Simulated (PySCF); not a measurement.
**Si2BH6ClO**

Si2BH6ClO is a small molecule, neutral, singlet. The structure, one conformer, was relaxed in the gas phase by PBE0-D3(BJ)/def2-SVP. No frequency run checks that it is a minimum.

SMILES: B[SiH](Cl)O[SiH3]

```
atom   x (Å)   y (Å)   z (Å)
 Si1  -0.971   0.218  -0.662
  O2   0.527  -0.464  -0.773
 Si3   1.637  -1.327   0.124
 Cl4  -2.057  -0.752   0.850
  B5  -1.074   2.006   0.211
  H6  -1.667  -0.017  -1.954
  H7   1.120  -2.698   0.400
  H8   1.912  -0.631   1.416
  H9   2.888  -1.413  -0.678
 H10  -2.028   2.724   0.032
 H11  -0.256   2.322   1.041
```

Shieldings: GIAO PBE0/pcSseg-2. Shifts are against computed references at the same level: H TMS (σ 31.24 ppm), Si TMS (σ 341.3 ppm). Core levels by delta-SCF with SCAN, pcX-2 on the ionised atom and pcseg-1 elsewhere, spin-free X2C (2p3/2 is the spin-free 2p value less a third of a first-order spin-orbit splitting); from the vacuum level, for chosen atoms.

Question: Give the shieldings and core levels atom by atom.

Answer: 
```
   atoms               bonded to  σ (ppm)  δ (ppm)  core level (eV)
     Si1  1 B + 1 Cl + 1 O + 1 H    351.6    -10.3     2p3/2 108.05
      O2                    2 Si    285.4        -        1s 538.16
     Si3               1 O + 3 H    381.6    -40.3     2p3/2 107.77
     Cl4                    1 Si    937.6        -     2p3/2 205.82
      B5              1 Si + 2 H     -0.1        -                -
      H6                    1 Si    25.31     5.94                -
H7 H8 H9                    1 Si    26.09     5.16                -
     H10                     1 B    22.49     8.76                -
     H11                     1 B    22.38     8.87                -
```

Values are those of this one static structure, with the three H of a rotating XH3 group averaged; atoms that internal rotation interchanges would show their mean in an NMR spectrum.

Core levels of B5 are left out, their hole states being strongly spin-contaminated.

Question: Which of Si1, Si3 holds its core electrons tightest, and by how much against the loosest?

Answer: Si1 (bonded to 1 B + 1 Cl + 1 O + 1 H), by 0.28 eV over Si3 (bonded to 1 O + 3 H).

Question: By CAM-B3LYP/def2-SVPD (TDDFT singlets, Tamm-Dancoff triplets, ionisation by delta-SCF), where does absorption start, and what does vertical ionisation take?

Answer: The lowest singlet lies at 4.14 eV (f 0.010), the strongest of the first 6 at 6.70 eV (f 0.030), the lowest triplet at 3.35 eV; vertical ionisation takes 10.29 eV.
